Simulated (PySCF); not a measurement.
C₃H₁₀F₂Si₂.
Z-matrix (Å and degrees, PBE0-D3(BJ)/def2-SVP geometry), rows numbered from 1:
```
F 
C   1  1.3579
F   2  1.3516  1  107.41
C   2  1.5124  1  110.20  3   120.99
Si  4  1.9149  2  111.14  1   -56.42
C   4  1.5331  2  110.47  1    69.78
Si  6  1.8917  4  117.13  2   175.63
H   2  1.1064  1  107.51  3  -115.96
H   4  1.1046  2  105.92  1  -171.55
H   5  1.4942  4  107.98  2  -158.26
H   5  1.4927  4  109.85  2    83.37
H   5  1.4893  4  111.01  2   -38.68
H   6  1.1064  4  109.85  2    54.54
H   6  1.1039  4  109.80  2   -61.22
H   7  1.4940  6  111.51  4    69.31
H   7  1.4959  6  110.12  4   -51.38
H   7  1.4941  6  108.73  4  -170.87
```

Computed with PySCF at PBE0/pcSseg-1, non-relativistic, on one gas-phase PBE0-D3(BJ)/def2-SVP geometry that isn't relaxed in the solvent. The solvent is an IEF-PCM continuum (van der Waals radii × 1.2). The model holds no explicit solvent molecules, cavitation or dispersion.

```tsv
run	E − E(gas) (kcal/mol)	HOMO (eV)	HOMO–LUMO gap (eV)	dipole (D)
gas	0.00	-8.70	9.12	1.90
P	-2.67	-8.46	9.11	2.40
Q	-3.33	-8.42	9.10	2.55
```

Problem. The runs were made in tetrahydrofuran and water. Which run belongs to which solvent?

Solution. P = tetrahydrofuran, Q = water. The dielectric constants are 7.426 (tetrahydrofuran), 78.36 (water), and the energy falls further as ε rises. In this model the ground state sees the solvent through ε alone.

Problem. How constant is the ratio of the lowering to (ε − 1)/(2ε + 1)?

Solution. 
| solvent | (ε − 1)/(2ε + 1) | E − E(gas) (kcal/mol) | ratio (kcal/mol) | polarisation term (kcal/mol) |
| --- | --- | --- | --- | --- |
| tetrahydrofuran | 0.405 | -2.67 | -6.6 | -3.04 |
| water | 0.490 | -3.33 | -6.8 | -3.94 |

The ratio changes by +2.9 % in size from tetrahydrofuran to water. The polarisation term is half the interaction of the solute with the induced surface charges.

Time: 28 s; peak memory 1.0 GiB. Hardware: Arm Neoverse V1, one thread, shared host with 32 logical CPUs at a one-minute load of 20. This is the whole shielding run at PBE0/pcSseg-1 in water, SCF included.
